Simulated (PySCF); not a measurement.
Au2H2S2Si, SMILES [Au][S][SiH2][S][Au], multiplicity 1.

Geometry: B3LYP-D3(BJ)/def2-SVP. The multiplicity is an assumed one; other spin states were not compared. The def2 effective core potentials stand for the cores of Au; spin–orbit coupling is left out. Other conformers were not sampled.

These are PySCF with PBE/def2-TZVP values and carry that method's errors.

Symmetry labels are those of the subgroup Cs that the program uses (full group Cs).

Computed valence orbital energies around the gap with their symmetry:
| orbital | symmetry | energy (eV) |
|---|---|---|
| HOMO−7 | A" | -7.52 |
| HOMO−6 | A' | -7.50 |
| HOMO−5 | A' | -7.49 |
| HOMO−4 | A" | -7.11 |
| HOMO−3 | A" | -6.81 |
| HOMO−2 | A' | -6.75 |
| HOMO−1 | A' | -5.81 |
| HOMO | A" | -5.69 |
| LUMO | A' | -4.48 |
| LUMO+1 | A" | -3.95 |
| LUMO+2 | A' | -1.28 |
| LUMO+3 | A" | -1.02 |
